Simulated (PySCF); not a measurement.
**How methods differ on the ionisation energy of Ir**

Ir [Xe] 4f14 5d7 6s2 (4F) → Ir⁺ [Xe] 4f14 5d7 6s1 (5F), as a difference of total energies. All numbers are calculated (PySCF 2.14, a scalar-relativistic core potential, in aug-cc-pVTZ-PP with ECP60MDF). Correlated levels: valence: 5s2 5p6 frozen. The calculations carry no spin-orbit coupling.

| method | ionisation energy (eV) |
| --- | --- |
| UHF | 7.033 |
| LDA | 9.349 |
| PBE | 8.916 |
| PBE0 | 8.636 |
| r2SCAN | 8.695 |
| BHandHLYP | 8.579 |
| M06-L | 8.593 |
| B2PLYP | 8.840 |
| wB97X-V | 8.705 |
| MP2 (valence) | 8.701 |
| SCS-MP2 (valence) | 8.864 |

Errors of the correlated levels include the incompleteness of this basis and the frozen core.

Which method comes closest to the reference value, and which is furthest?

The reference is 8.926 eV (measured; NIST levels, between the centres of gravity of the two terms). Closest: PBE (error -0.010 eV); furthest: UHF (error -1.893 eV).
